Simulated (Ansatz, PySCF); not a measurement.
This Ansatz (a quantum-chemistry and plane-wave program) input computes a PBE0/def2-TZVPD energy:

Ansatz 0.2 input:
```yaml
crystal:
  periodic: [false, false, false]
  atoms:
    - {symbol: Ge, position_ang: [-0.00117794, -0.00066181, 0.04572453]}
    - {symbol: H, position_ang: [-0.00593603, -1.32670919, -0.75158690]}
    - {symbol: H, position_ang: [0.04363002, 1.34788725, -0.71159804]}
basis:
  gaussian:
    orbitals: def2-TZVPD
hamiltonian:
  xc: {name: PBE0}
magnetization: {spin_polarized: true, initial_magnetization: 2}
output: {forces: true}
```

Problem. Write an input for the same energy in PySCF and say what it gives.

Solution. 
```python
from pyscf import gto, scf, dft

mol = gto.M(
    atom='''
    Ge   -0.00117794   -0.00066181    0.04572453
    H    -0.00593603   -1.32670919   -0.75158690
    H     0.04363002    1.34788725   -0.71159804
    ''',
    basis='def2-tzvpd',
    charge=0,
    spin=2,
    verbose=4,
)

mf = dft.UKS(mol, xc='pbe0').density_fit(auxbasis='def2-universal-jkfit')
mf.grids.level = 3
mf.conv_tol = 1e-9
mf.max_cycle = 100
mf.max_memory = 1500
mf.kernel()
if not mf.converged:
    mf = mf.newton()
    mf.kernel(mf.make_rdm1())
for _ in range(2):
    mo, _, stable, _ = mf.stability(return_status=True)
    if stable:
        break
    mf.kernel(mf.make_rdm1(mo, mf.mo_occ))
mf.analyze()
```
It gives -2077.84196 Eh, and Ansatz -2077.84191 Eh, a difference of 0.05 mEh, from the treatment of integrals and grids.

This is an excited triplet: at this geometry the singlet lies 0.53 eV lower at CCSD(T)/CBS(aug-cc-pVTZ,aug-cc-pVQZ).
